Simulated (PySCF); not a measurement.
SMILES N(C)(C)[SiH2]CC, singlet (GFN2-xTB optimised geometry):

```
19

Si    -0.385    -0.499     0.000
C     -1.001     1.296     0.000
C     -2.491     1.370    -0.303
N      1.336    -0.499     0.000
C      2.128     0.456     0.735
C      2.041    -1.737    -0.206
H     -0.757    -1.190    -1.241
H     -1.020    -1.202     1.136
H     -0.821     1.766     0.968
H     -0.459     1.885    -0.741
H     -2.844     2.401    -0.292
H     -3.060     0.809     0.435
H     -2.703     0.947    -1.282
H      2.387     0.086     1.735
H      3.060     0.654     0.197
H      1.582     1.388     0.840
H      1.439    -2.401    -0.820
H      2.990    -1.546    -0.714
H      2.258    -2.245     0.742
```

Calculation: PySCF 2.14.0 with B3LYP/def2-SVP.

Q: What are the frontier orbital energies and the dipole moment?

A: HOMO-2 -8.93 eV, HOMO-1 -8.05 eV, HOMO -5.87 eV, LUMO 1.10 eV, LUMO+1 1.44 eV; dipole moment 0.79 D.

On the same geometry PBE/def2-SVP (PySCF) gives HOMO-2 -7.73 eV, HOMO-1 -6.95 eV, HOMO -4.75 eV, LUMO 0.45 eV, LUMO+1 0.88 eV; dipole moment 0.81 D.

Meta-Löwdin charges at B3LYP/def2-SVP: Si1 0.76, C2 -0.40, C3 -0.27, N4 -0.43, C5 -0.17, C6 -0.17, H7 -0.13, H8 -0.16, H9 0.09, H10 0.10, H11 0.09, H12 0.09, H13 0.09, H14 0.07, H15 0.09, H16 0.10, H17 0.10, H18 0.09, H19 0.07.
